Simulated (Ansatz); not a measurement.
Al7H, relaxed as a singlet with RKS B3LYP-D4/def2-SVP in Ansatz, starting from the GFN1-xTB geometry. Force threshold 0.02 eV/Å.

The structure comes from a short search, and lower isomers may exist.

Start:

```xyz
8

Al   -0.255    2.495    0.484
Al    0.587   -1.077    0.613
Al   -1.941   -1.676    0.064
Al    1.633    0.999   -0.734
Al   -1.643    0.514    1.449
Al    0.443   -2.522   -1.556
Al    1.511   -0.586   -2.747
H    -0.335    1.854    2.428
```

```tsv
step	energy (eV)	largest force component (eV/Å)	SCF passes
1	-46181.1308	1.016	21
2	-46181.4929	0.412	27
3	-46181.6355	0.643	26
4	-46181.7047	0.185	25
5	-46181.7669	0.346	26
6	-46181.8313	0.350	24
7	-46181.9104	0.389	30
8	-46181.9910	0.315	26
9	-46182.0862	0.206	29
10	-46182.1324	0.338	30
11	-46182.1750	0.236	25
13	-46182.2781	0.200	25
15	-46182.3382	0.164	25
17	-46182.3619	0.061	23
19	-46182.3639	0.030	20
21	-46182.3648	0.020	21
23	-46182.3654	0.012	23
25	-46182.3717	0.262	24
27	-46182.4208	0.241	25
29	-46182.4570	0.103	24
31	-46182.4642	0.017	23
```

Force components are those of the run's own axes.

End:

```xyz
8

Al    0.742    1.949    1.326
Al    0.795   -0.558    0.346
Al   -1.672   -1.835   -0.123
Al    0.989    1.677   -1.219
Al   -1.427    0.388    1.119
Al    0.515   -2.883   -1.020
Al    1.077   -0.674   -2.251
H    -1.019    1.935    1.823
```

Bonds formed: Al1–Al2, Al2–Al7, Al5–H8 (atoms count from 1). The end is the same structure that another start reached.

The force fell under the threshold at step 22, but the optimiser went on and released 0.099 eV more. No frequencies were taken in this run, so the end may be a saddle point.

It took 68 s on 4 threads of AMD EPYC 7B13 on a shared host.
